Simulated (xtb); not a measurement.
C$_{4}$H$_{13}$AlN (SMILES CC[N](C)(C)->[AlH2+]), charge +1, singlet, at a GFN2-xTB geometry (such geometries of metal compounds can be far from the true shape); GFN1-xTB (xtb).

xtb was given this input:
```
$ xtb mol.xyz --gfn 1 --chrg 1 --json

# file mol.xyz
19

Al    -1.40397890    -0.71832228    -0.45946005
H     -2.21807388    -1.38307979     0.64256811
H     -1.67112782    -0.57995054    -1.95416474
C     -0.61068351     1.91074676     0.47017436
C      0.53031389     1.19693653    -0.23562742
N      0.46876232    -0.26252383    -0.00214089
C      1.44600606    -0.93558142    -0.87046584
C      0.69685116    -0.60886488     1.40610853
H     -1.56795622     1.39317005     0.24704715
H     -0.48191805     1.95066816     1.54904706
H     -0.69951582     2.93165926     0.10520031
H      0.43497589     1.35463536    -1.31824661
H      1.49876398     1.59577289     0.08439351
H      1.18259267    -0.76444737    -1.91827693
H      1.42817862    -2.00998747    -0.68487893
H      2.45706737    -0.56311506    -0.69179899
H      1.63103514    -0.18219451     1.77724489
H     -0.13652487    -0.25124016     2.01980485
H      0.73796665    -1.69545607     1.50888953
```

It wrote (shortened):

```
   ID    Z sym.   atoms
    1   13 Al     1
    2    1 H      2, 3, 9-19
    3    6 C      4, 5, 7, 8
    4    7 N      6

           -------------------------------------------------
          |                Calculation Setup                |
           -------------------------------------------------

           -------------------------------------------------
          |                 G F N 1 - x T B                 |
           -------------------------------------------------

          ...................................................
          :                      SETUP                      :
          :.................................................:
          :  # basis functions                  56          :
          :  # atomic orbitals                  55          :
          :  # shells                           39          :
          :  # electrons                        36          :
          :  # halogen bonds                     0          :
          :  max. iterations                   250          :
          :  Hamiltonian                  GFN1-xTB          :
          :  restarted?                      false          :
          :  GBSA solvation                  false          :
          :  PC potential                    false          :
          :  electronic temp.          300.0000000     K    :
          :  accuracy                    1.0000000          :
          :  -> integral cutoff          0.2500000E+02      :
          :  -> integral neglect         0.1000000E-07      :
          :  -> SCF convergence          0.1000000E-05 Eh   :
          :  -> wf. convergence          0.2000000E-04 e    :
          :  Broyden damping             0.4000000          :
          :  net charge                          1          :
          :  unpaired electrons                  0          :
          ...................................................

 iter      E             dE          RMSdq      gap      omega  full diag
   1    -19.6916496 -0.196916E+02  0.682E+00    5.34       0.0  T
   2    -19.7453050 -0.536554E-01  0.412E+00    6.21       1.0  T
   3    -19.7457425 -0.437446E-03  0.697E-01    5.98       1.0  T
   4    -19.7475077 -0.176521E-02  0.993E-02    6.13       1.0  T
   5    -19.7475654 -0.577179E-04  0.939E-03    6.10       2.4  T
   6    -19.7475658 -0.441033E-06  0.198E-03    6.10      11.6  T
   7    -19.7475659 -0.225803E-07  0.304E-04    6.10      75.5  T
[...]
         :: total energy             -19.525184332238 Eh    ::
[...]
    15H     0.06882  0.13161   0.931  0.000  0.000
    16H     0.06653  0.12776   0.933  0.000  0.000
    17H     0.06696  0.12828   0.933  0.000  0.000
    18H     0.06193  0.12643   0.938  0.000  0.000
    19H     0.07032  0.13344   0.930  0.000  0.000

Wiberg/Mayer (AO) data.
largest (>0.10) Wiberg bond orders for each atom

 ---------------------------------------------------------------------------
     #   Z sym  total        # sym  WBO       # sym  WBO       # sym  WBO
 ---------------------------------------------------------------------------
     1  13 Al   2.723 --     3 H    0.871     2 H    0.870     6 N    0.509
                             4 C    0.110
     2   1 H    0.997 --     1 Al   0.870
     3   1 H    0.996 --     1 Al   0.871
     4   6 C    3.992 --     5 C    1.018    10 H    0.971    11 H    0.971
                             9 H    0.896     1 Al   0.110
     5   6 C    3.953 --     4 C    1.018    13 H    0.971    12 H    0.958
                             6 N    0.942
     6   7 N    3.423 --     8 C    0.956     7 C    0.951     5 C    0.942
                             1 Al   0.509
     7   6 C    3.949 --    16 H    0.978    15 H    0.967    14 H    0.961
                             6 N    0.951
     8   6 C    3.952 --    17 H    0.978    19 H    0.966    18 H    0.958
                             6 N    0.956
     9   1 H    1.000 --     4 C    0.896
    10   1 H    0.995 --     4 C    0.971
    11   1 H    0.992 --     4 C    0.971
    12   1 H    0.999 --     5 C    0.958
    13   1 H    0.996 --     5 C    0.971
    14   1 H    0.996 --     7 C    0.961
    15   1 H    0.995 --     7 C    0.967
    16   1 H    0.995 --     7 C    0.978
    17   1 H    0.994 --     8 C    0.978
    18   1 H    1.000 --     8 C    0.958
    19   1 H    0.996 --     8 C    0.966
 ---------------------------------------------------------------------------

Topologies differ in total number of bonds
Writing topology from bond orders to xtbtopo.mol

 dipole moment from electron density (au)
     X       Y       Z
   0.2340  -0.0288   0.0661  total (Debye):    0.622

           -------------------------------------------------
          | TOTAL ENERGY              -19.525184332238 Eh   |
          | GRADIENT NORM               0.028336072810 Eh/α |
          | HOMO-LUMO GAP               6.104330614442 eV   |
           -------------------------------------------------

normal termination of xtb
```
